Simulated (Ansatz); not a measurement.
CHOS (SMILES O=C=[SH+]), charge +1, singlet, at a GFN2-xTB geometry; BLYP/def2-SVPD run with Ansatz (a first-principles code).

Input for Ansatz:
Ansatz 0.2 input:
```yaml
crystal:
  periodic: [false, false, false]
  atoms:
    - {symbol: O, position_ang: [1.65943916, -0.41995957, 0.20770173]}
    - {symbol: C, position_ang: [0.57320951, -0.15369142, 0.08329200]}
    - {symbol: S, position_ang: [-0.95546310, 0.29395335, -0.18938823]}
    - {symbol: H, position_ang: [-1.42736083, -0.42142851, 0.86884578]}
basis:
  gaussian:
    orbitals: def2-SVPD
hamiltonian:
  xc: blyp
total_charge: 1
```

What does Ansatz print? Leave out banner, timings and long lists.


```
Functional definition: BLYP
688 factors; their error is unknown
mean field evaluation 1: about -13901.5929 eV, gradient 9.3e1 eV
mean field evaluation 2: about -13662.5475 eV, gradient 2.4e2 eV
mean field evaluation 4: about -13913.3572 eV, gradient 5.9e1 eV
mean field evaluation 8: about -13920.5056 eV, gradient 1.7e-1 eV
mean field evaluation 16: about -13920.4812 eV, gradient 2.3e-4 eV
mean field -13920.48120960 eV, -511.5682488116 hartree, gradient 2.6e-5 eV, S^2 0.000000; 0 other end points of the search recorded, 0 dependent functions left out
reference -13920.48155909 eV, -511.5682616552 hartree; 15, 15 occupied and 63, 63 virtual orbitals, 688 factors
Total energy: -13920.48155909 eV, -511.5682616552 hartree
```
